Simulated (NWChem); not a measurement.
System: CH₅AlOS; SMILES [CH3][Al]([OH])[SH]

The following NWChem deck was run.

```
start job
memory heap 200 mb stack 900 mb global 1100 mb
geometry units angstroms noautosym nocenter noautoz
  Al     0.092409     0.357918    -0.000083
  C     -1.386951     1.640299    -0.000310
  H     -2.356972     1.130098    -0.000733
  H     -1.354774     2.291544    -0.882821
  H     -1.355335     2.290878     0.882726
  O      1.759622     0.771255     0.000101
  H      2.055260     1.689878    -0.000648
  S     -0.280528    -1.811932    -0.000078
  H      1.030263    -2.141985     0.000011
end
basis spherical
  * library pcsseg-1
end
dft
  xc xpbe96 cpbe96
  iterations 150
end
property
  shielding 8 1 2 3 4 6 7 8 9
end
task dft property
```

NWChem printed, in part:

```
             Northwest Computational Chemistry Package (NWChem) 7.3.0
             --------------------------------------------------------

                             Geometry "geometry" -> ""
                             -------------------------

 Output coordinates in angstroms (scale by  1.889725989 to convert to a.u.)

  No.       Tag          Charge          X              Y              Z
 ---- ---------------- ---------- -------------- -------------- --------------
    1 Al                  13.0000     0.09240900     0.35791800    -0.00008300
    2 C                    6.0000    -1.38695100     1.64029900    -0.00031000
    3 H                    1.0000    -2.35697200     1.13009800    -0.00073300
    4 H                    1.0000    -1.35477400     2.29154400    -0.88282100
    5 H                    1.0000    -1.35533500     2.29087800     0.88272600
    6 O                    8.0000     1.75962200     0.77125500     0.00010100
    7 H                    1.0000     2.05526000     1.68987800    -0.00064800
    8 S                   16.0000    -0.28052800    -1.81193200    -0.00007800
    9 H                    1.0000     1.03026300    -2.14198500     0.00001100

 Effective nuclear repulsion energy (a.u.)     194.7970022256

  pbe96 is a nonlocal functional; adding pw91lda local functional.
                              NWChem Property Module
                              ----------------------

  itol2e modified to match energy
  convergence criterion.

                                 NWChem DFT Module
                                 -----------------

 Summary of "ao basis" -> "ao basis" (spherical)
 ------------------------------------------------------------------------------
       Tag                 Description            Shells   Functions and Types
 ---------------- ------------------------------  ------  ---------------------
 Al                         pcsseg-1                10       24   4s5p1d
 C                          pcsseg-1                 7       17   3s3p1d
 H                          pcsseg-1                 3        5   2s1p
 O                          pcsseg-1                 7       17   3s3p1d
 S                          pcsseg-1                10       24   4s5p1d

  itol2e modified to match energy
  convergence criterion.

[...]

          -----------------------------------------
          Chemical Shielding Tensors (GIAO, in ppm)
          -----------------------------------------

                                NWChem CPHF Module
                                ------------------

  scftype          =     RHF
  nclosed          =       24
  nopen            =        0
  variables        =     1992
  # of vectors     =        3
  tolerance        = 0.10D-03
  level shift      = 0.00D+00
  max iterations   =       50
  max subspace     =       30

 SCF residual:    1.2755419620680023E-005

Iterative solution of linear equations
  No. of variables     1992
  No. of equations        3
  Maximum subspace       30
        Iterations       50
       Convergence  1.0D-04

   iter   nsub   residual    time
   ----  ------  --------  ---------
     1      3    9.74D-06      46.2

      Atom:    1  Al
        Diamagnetic
    797.6576      0.7776      0.0000
      0.7776    799.6551     -0.0006
      0.0000     -0.0006    795.7005

        Paramagnetic
   -469.2548    -50.3355      0.0024
    -50.3355   -413.0396     -0.0077
      0.0024     -0.0077   -468.7213

        Total Shielding Tensor
    328.4027    -49.5579      0.0024
    -49.5579    386.6155     -0.0083
      0.0024     -0.0083    326.9792

           isotropic =     347.3325
          anisotropy =     101.4748

          Principal Components and Axis System
                 1           2           3
              414.9823    326.9792    300.0359

      1        -0.4968     -0.0001      0.8679
      2         0.8679      0.0000      0.4968
      3        -0.0001      1.0000      0.0001

      Atom:    2  C
        Diamagnetic
    254.6606     -4.9802      0.0011
     -4.9802    253.9698     -0.0012
      0.0011     -0.0012    248.5691

        Paramagnetic
    -59.5120      3.5860      0.0043
      3.5860    -57.7326     -0.0024
      0.0043     -0.0024    -60.4419

        Total Shielding Tensor
    195.1486     -1.3942      0.0054
     -1.3942    196.2372     -0.0036
      0.0054     -0.0036    188.1271

           isotropic =     193.1710
          anisotropy =       6.0279

          Principal Components and Axis System
                 1           2           3
              197.1896    194.1962    188.1271

      1        -0.5641      0.8257     -0.0007
      2         0.8257      0.5641      0.0003
      3        -0.0007      0.0004      1.0000

      Atom:    3  H
        Diamagnetic
     39.1838      3.2265      0.0062
      3.2265     28.3670      0.0017
      0.0062      0.0017     23.2176

        Paramagnetic
     -1.7025     -0.6986     -0.0018
     -0.6986      2.0454     -0.0003
     -0.0018     -0.0003      3.6777

        Total Shielding Tensor
     37.4813      2.5279      0.0043
      2.5279     30.4124      0.0015
      0.0043      0.0015     26.8953

           isotropic =      31.5963
          anisotropy =      10.0439

          Principal Components and Axis System
                 1           2           3
               38.2922     29.6015     26.8953

      1         0.9522     -0.3055     -0.0004
      2         0.3055      0.9522     -0.0001
      3         0.0004      0.0000      1.0000

      Atom:    4  H
        Diamagnetic
     25.8645     -2.1752      0.8147
     -2.1752     32.0207     -7.8500
      0.8147     -7.8500     32.8163

        Paramagnetic
      2.5031      0.8309     -0.1955
      0.8309      0.8398      2.3559
     -0.1955      2.3559      0.8981

[...]
```

Level: PBE/pcSseg-1, GIAO. Coordinates come from a B3LYP/6-31G* (spherical d) optimisation. The output numbers the shielded atoms by their place in the input's list. The printed shielding anisotropy is the first printed principal value minus the mean of the other two.
